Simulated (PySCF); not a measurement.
selenium hexafluoride (F6Se), singlet, geometry from GFN2-xTB; PySCF with DF-BLYP/STO-3G.

PySCF was given this input:
```python
from pyscf import gto, scf, dft

mol = gto.M(
    atom='''
F     0.97227429   -1.31989934   -0.49748921
Se   -0.00000000    0.00000000    0.00000000
F     1.22973411    1.08914258   -0.48628133
F    -1.22973411   -1.08914258    0.48628133
F    -0.69092966    0.08112488   -1.56556125
F     0.69092966   -0.08112488    1.56556125
F    -0.97227429    1.31989934    0.49748921
''',
    basis='sto-3g',
    verbose=4,
)

mf = dft.RKS(mol)
mf.xc = 'blyp'
mf = mf.density_fit(auxbasis='def2-universal-jkfit')
mf.kernel()
```

Task: Predict the main parts of the log of this PySCF run.

Result: 
```
PySCF version 2.14.0

[INPUT] verbose = 4
[INPUT] num. atoms = 7
[INPUT] num. electrons = 88
[INPUT] charge = 0
[INPUT] spin (= nelec alpha-beta = 2S) = 0
[INPUT] symmetry False subgroup None
[INPUT] Mole.unit = angstrom
[INPUT] Symbol           X                Y                Z      unit          X                Y                Z       unit  Magmom
[INPUT]  1 F      0.972274290000  -1.319899340000  -0.497489210000 AA    1.837332126056  -2.494248264594  -0.940118356826 Bohr   0.0
[INPUT]  2 Se     0.000000000000   0.000000000000   0.000000000000 AA    0.000000000000   0.000000000000   0.000000000000 Bohr   0.0
[INPUT]  3 F      1.229734110000   1.089142580000  -0.486281330000 AA    2.323860673936   2.058181186802  -0.918938533189 Bohr   0.0
[INPUT]  4 F     -1.229734110000  -1.089142580000   0.486281330000 AA   -2.323860673936  -2.058181186802   0.918938533189 Bohr   0.0
[INPUT]  5 F     -0.690929660000   0.081124880000  -1.565561250000 AA   -1.305667828739   0.153303805088  -2.958481993732 Bohr   0.0
[INPUT]  6 F      0.690929660000  -0.081124880000   1.565561250000 AA    1.305667828739  -0.153303805088   2.958481993732 Bohr   0.0
[INPUT]  7 F     -0.972274290000   1.319899340000   0.497489210000 AA   -1.837332126056   2.494248264594   0.940118356826 Bohr   0.0

nuclear repulsion = 816.949312583251
number of shells = 26
number of NR pGTOs = 144
number of NR cGTOs = 48
basis = sto-3g
ecp = {}

******** <class 'pyscf.df.df_jk.DFRKS'> ********
method = DFRKS
initial guess = minao
damping factor = 0
level_shift factor = 0
DIIS = <class 'pyscf.scf.diis.CDIIS'>
diis_start_cycle = 1
diis_space = 8
diis_damp = 0
SCF conv_tol = 1e-09
SCF conv_tol_grad = None
SCF max_cycles = 50
direct_scf = False
XC library pyscf.dft.libxc version 7.1.2
    S. Lehtola, C. Steigemann, M. J. T. Oliveira, and M. A. L. Marques,  SoftwareX 7, 1–5 (2018)
XC functionals = blyp
    A. D. Becke,  Phys. Rev. A 38, 3098 (1988)
    C. Lee, W. Yang, and R. G. Parr,  Phys. Rev. B 37, 785 (1988)
    B. Miehlich, A. Savin, H. Stoll, and H. Preuss,  Chem. Phys. Lett. 157, 200 (1989)
radial grids:
    Treutler-Ahlrichs [JCP 102, 346 (1995); DOI:10.1063/1.469408] (M4) radial grids

becke partition: Becke, JCP 88, 2547 (1988); DOI:10.1063/1.454033
pruning grids: <function nwchem_prune>
grids dens level: 3
symmetrized grids: False
atomic radii adjust function: <function treutler_atomic_radii_adjust>
small_rho_cutoff = 0
Set gradient conv threshold to 3.16228e-05
Initial guess from minao.
tot grids = 106000
init E= -2962.88442192754
  HOMO = -0.624081226873143  LUMO = -0.329003468793427  gap/eV = 8.02947
cycle= 1 E= -2964.41969494867  delta_E= -1.54  |g|= 0.623  |ddm|=  3.6
  HOMO = -0.098043726615253  LUMO = 0.0903706483685518  gap/eV = 5.12702
cycle= 2 E= -2964.46602999116  delta_E= -0.0463  |g|= 0.51  |ddm|= 2.12
  HOMO = -0.114947472088065  LUMO = 0.110624375596311  gap/eV = 6.13812
cycle= 3 E= -2964.57642716505  delta_E= -0.11  |g|= 0.0181  |ddm|= 1.07
  HOMO = -0.118162847005072  LUMO = 0.105598904242957  gap/eV = 6.08887
cycle= 4 E= -2964.57656584731  delta_E= -0.000139  |g|= 0.000742  |ddm|= 0.0423
  HOMO = -0.118025519443253  LUMO = 0.105757278220673  gap/eV = 6.08944
cycle= 5 E= -2964.5765660406  delta_E= -1.93e-07  |g|= 4.93e-05  |ddm|= 0.00136
  HOMO = -0.11802460432287  LUMO = 0.105747530220914  gap/eV = 6.08915
cycle= 6 E= -2964.57656603995  delta_E= 6.47e-10  |g|= 6.27e-05  |ddm|= 0.000185
  HOMO = -0.118029064218169  LUMO = 0.105747230587181  gap/eV = 6.08926
cycle= 7 E= -2964.57656604162  delta_E= -1.67e-09  |g|= 1.54e-07  |ddm|= 0.000114
  HOMO = -0.118029058560451  LUMO = 0.105747239165314  gap/eV = 6.08926
cycle= 8 E= -2964.57656604162  delta_E= -1.82e-12  |g|= 3.71e-09  |ddm|= 2.81e-07
  HOMO = -0.11802905805282  LUMO = 0.105747238666719  gap/eV = 6.08926
Extra cycle  E= -2964.57656604163  delta_E= -4.09e-12  |g|= 3.33e-09  |ddm|= 1.38e-08
converged SCF energy = -2964.57656604163
```
